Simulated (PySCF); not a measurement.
C4H11NSi.
SMILES with atom numbers: `[CH3:1][N:2]1[CH2:3][CH2:4][CH2:5][SiH2:6]1` (hydrogens: H7, H8, H9 on C1; H10, H11 on C3; H12, H13 on C4; H14, H15 on C5; H16, H17 on Si6)

The same species was optimised twice, with GFN2-xTB and with PBE0-D3(BJ)/def2-SVP (PySCF), and the same property calculations (PySCF, gas phase) were run on both structures.

```csv
coordinate,GFN2-xTB,PBE0-D3(BJ)/def2-SVP,change
N2–Si6 (Å),1.714,1.740,+0.026
C5–Si6 (Å),1.899,1.888,-0.011
C4–C5 (Å),1.528,1.537,+0.009
C3–C4 (Å),1.526,1.528,+0.002
N2–C3 (Å),1.448,1.449,+0.001
C1–N2 (Å),1.434,1.434,0.000
N2–Si6–C5 (°),92.6,93.9,+1.3
C1–N2–C3 (°),115.9,117.2,+1.3
C3–N2–Si6 (°),114.2,112.8,-1.4
C4–C5–Si6 (°),103.5,102.2,-1.3
C3–C4–C5 (°),107.8,108.9,+1.1
C1–N2–Si6 (°),127.2,128.1,+0.9
N2–C3–C4 (°),107.0,107.6,+0.6
```

Rotational constants: A = 4210, B = 2824, C = 1830 MHz (GFN2-xTB) against A = 4200, B = 2767, C = 1806 MHz (PBE0-D3(BJ)/def2-SVP). Point groups within 0.08 Å: C1 and C1.

On the GFN2-xTB structure: isotropic polarisability (au) 79.3 [wB97X-D/def2-SVPD]; HOMO (eV) -7.97 [wB97X-D/def2-SVPD]; LUMO (eV) 2.24 [wB97X-D/def2-SVPD]; dipole (D) 0.67 [wB97X-D/def2-SVPD]; HOMO (eV) -6.09 [PBE0/pcSseg-1]; LUMO (eV) 0.83 [PBE0/pcSseg-1]; dipole (D) 0.65 [PBE0/pcSseg-1]; GIAO shielding of C1 (ppm) 149.9 [PBE0/pcSseg-1]; GIAO shielding of N2 (ppm) 242.3 [PBE0/pcSseg-1]; GIAO shielding of C3 (ppm) 127.9 [PBE0/pcSseg-1]; GIAO shielding of C4 (ppm) 157.3 [PBE0/pcSseg-1]; GIAO shielding of C5 (ppm) 174.4 [PBE0/pcSseg-1]; GIAO shielding of Si6 (ppm) 376.0 [PBE0/pcSseg-1].

Problem. What do these properties become on the PBE0-D3(BJ)/def2-SVP structure?

Solution. 
```json
{"property": "isotropic polarisability (au)", "level": "wB97X-D/def2-SVPD", "on GFN2-xTB": "79.3", "on PBE0-D3(BJ)/def2-SVP": "81.2", "change": "+1.9"}
{"property": "HOMO (eV)", "level": "wB97X-D/def2-SVPD", "on GFN2-xTB": "-7.97", "on PBE0-D3(BJ)/def2-SVP": "-7.97", "change": "0.00"}
{"property": "LUMO (eV)", "level": "wB97X-D/def2-SVPD", "on GFN2-xTB": "2.24", "on PBE0-D3(BJ)/def2-SVP": "2.25", "change": "+0.01"}
{"property": "dipole (D)", "level": "wB97X-D/def2-SVPD", "on GFN2-xTB": "0.67", "on PBE0-D3(BJ)/def2-SVP": "0.78", "change": "+0.11"}
{"property": "energy, GFN2-xTB geometry as zero (kcal/mol)", "level": "wB97X-D/def2-SVPD", "on GFN2-xTB": "0.0", "on PBE0-D3(BJ)/def2-SVP": "-1.7", "change": "-1.7"}
{"property": "HOMO (eV)", "level": "PBE0/pcSseg-1", "on GFN2-xTB": "-6.09", "on PBE0-D3(BJ)/def2-SVP": "-6.10", "change": "-0.01"}
{"property": "LUMO (eV)", "level": "PBE0/pcSseg-1", "on GFN2-xTB": "0.83", "on PBE0-D3(BJ)/def2-SVP": "0.86", "change": "+0.03"}
{"property": "dipole (D)", "level": "PBE0/pcSseg-1", "on GFN2-xTB": "0.65", "on PBE0-D3(BJ)/def2-SVP": "0.77", "change": "+0.12"}
{"property": "energy, GFN2-xTB geometry as zero (kcal/mol)", "level": "PBE0/pcSseg-1", "on GFN2-xTB": "0.0", "on PBE0-D3(BJ)/def2-SVP": "-1.3", "change": "-1.3"}
{"property": "GIAO shielding of C1 (ppm)", "level": "PBE0/pcSseg-1", "on GFN2-xTB": "149.9", "on PBE0-D3(BJ)/def2-SVP": "148.6", "change": "-1.3"}
{"property": "GIAO shielding of N2 (ppm)", "level": "PBE0/pcSseg-1", "on GFN2-xTB": "242.3", "on PBE0-D3(BJ)/def2-SVP": "241.0", "change": "-1.3"}
{"property": "GIAO shielding of C3 (ppm)", "level": "PBE0/pcSseg-1", "on GFN2-xTB": "127.9", "on PBE0-D3(BJ)/def2-SVP": "128.3", "change": "+0.4"}
{"property": "GIAO shielding of C4 (ppm)", "level": "PBE0/pcSseg-1", "on GFN2-xTB": "157.3", "on PBE0-D3(BJ)/def2-SVP": "155.4", "change": "-1.9"}
{"property": "GIAO shielding of C5 (ppm)", "level": "PBE0/pcSseg-1", "on GFN2-xTB": "174.4", "on PBE0-D3(BJ)/def2-SVP": "173.7", "change": "-0.7"}
{"property": "GIAO shielding of Si6 (ppm)", "level": "PBE0/pcSseg-1", "on GFN2-xTB": "376.0", "on PBE0-D3(BJ)/def2-SVP": "372.1", "change": "-3.9"}
```

The heavy atoms differ by 0.022 Å rms after alignment. Among bonds between heavy atoms N2–Si6 changes most (+0.026 Å). Changes are differences of the printed values. Neither structure is proved a minimum here.

Note: wB97X-D ran without an empirical dispersion term, which enters the total energy and its gradient alone.
